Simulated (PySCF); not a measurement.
**Worked example: chemical shift, span and skew from a shielding tensor**

C₃H₁₀OSi₂, SMILES C[Si@@H]1C[SiH2]CO1. Atoms are numbered in the order given.

```xyz
16

C      2.6525    -0.2896    -0.1893
Si     0.9146    -0.5064     0.4765
C     -0.3592    -1.1849    -0.7620
Si    -1.7017     0.1650    -0.7584
C     -1.1220     1.1899     0.7719
O      0.3002     1.0402     0.8418
H      3.1200    -1.2751    -0.3902
H      3.2878     0.2481     0.5431
H      2.6416     0.2937    -1.1319
H      0.9309    -1.3624     1.7202
H      0.0794    -1.3163    -1.7719
H     -0.7685    -2.1631    -0.4376
H     -3.1053    -0.3668    -0.6248
H     -1.6161     1.0036    -2.0060
H     -1.6166     0.8328     1.7080
H     -1.3618     2.2706     0.6788
```

Coordinates come from a PBE-D3(BJ)/def2-SVP optimisation. The structure was generated by enumeration; whether it is a known compound was not checked. The values are those of a single conformer.

GIAO shieldings from PBE0/pcSseg-1 (PySCF), non-relativistic, no solvent. The symmetric part of the tensor of Si4 has the principal values 332.5, 390.0, 433.5 ppm. The same nucleus in TMS has σ = 352.7 ppm at this level (PySCF, at its B3LYP-D3(BJ)/def2-TZVP geometry).

Q: Work out the isotropic shielding, the ²⁹Si shift against TMS, the span and the skew.

A: 
σ(iso) = (σ11 + σ22 + σ33)/3 = 385.3 ppm. δ = σ(ref) − σ(iso) = 352.7 − (385.3) = -32.6 ppm.
Span Ω = σ33 − σ11 = 101.0 ppm. Skew κ = 3(σ(iso) − σ22)/Ω = -0.14. Tumbling in solution averages the tensor to δ; in a static solid the shielding alone would spread this spin-1/2 line over Ω.
